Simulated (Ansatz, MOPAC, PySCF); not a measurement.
Species: RbF (charge 0, singlet). SMILES: [F][Rb]
Geometry: optimised at B3LYP-D3(BJ)/def2-TZVP (Ansatz, a quantum-chemistry and plane-wave program).

Wanted: size of the dipole moment, in D. Conventions: 6-31G* and kin with 6d, 5d where marked; LANL2DZ with its own core potentials from Na on; PM7 with its own dispersion and hydrogen-bond terms; no spin-orbit coupling; STO-3G and 3-21G all-electron and non-relativistic; def2 sets with scalar-relativistic core potentials past Kr. First-principles rows: single points at B3LYP-D3(BJ) geometries (Ansatz). Semi-empirical rows: dipoles at the shared geometry.

```csv
level,program,size of the dipole moment (D)
PM7,MOPAC,10.68
MNDO,MOPAC,9.49
PBE/LANL2DZ,Ansatz,8.38
PBE/6-31G* with LANL2DZ past Ar,Ansatz,6.99
BP86/6-31G* with LANL2DZ past Ar (5d),PySCF,7.10
B3LYP/STO-3G,Ansatz,5.35
B3LYP/def2-SVP,Ansatz,8.60
B3LYP/6-31G* with LANL2DZ past Ar,Ansatz,8.15
M06-2X/6-31G* with LANL2DZ past Ar (5d),PySCF,9.50
```

No value to compare with is used here. The 9 habitual levels span 5.35 (B3LYP/STO-3G) to 10.68 D (PM7).

The levels are drawn from those run, B3LYP/6-31G* more often than the rest, none by its result; runs whose electronic state is in doubt are left out.
